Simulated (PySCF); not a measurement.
## Correlation energy of O²⁺ (oxygen, charge +2)

[He] 2s2 2p2, high-spin 3P determinant. Calculation: PySCF 2.14, in dyall-acv3z (15s9p4d2f, 76 functions); no relativity, point nucleus. Frozen: 1s2; 4 electrons correlated; the 19 highest virtual orbitals of each spin left out.

| level | correlation energy (mhartree) |
| --- | --- |
| CCSD | -100.59 |
| (T) | -1.39 |
| CCSD(T) | -101.98 |

Diagnostics: T1 = 0.0049, D1 = 0.0097, largest double amplitude 0.122.

**Question.** Is a single reference adequate?

**Answer.** Mostly. T1 lies below 0.03, but a double amplitude of this size points to a near-degeneracy that CCSD handles and MP2 describes poorly.
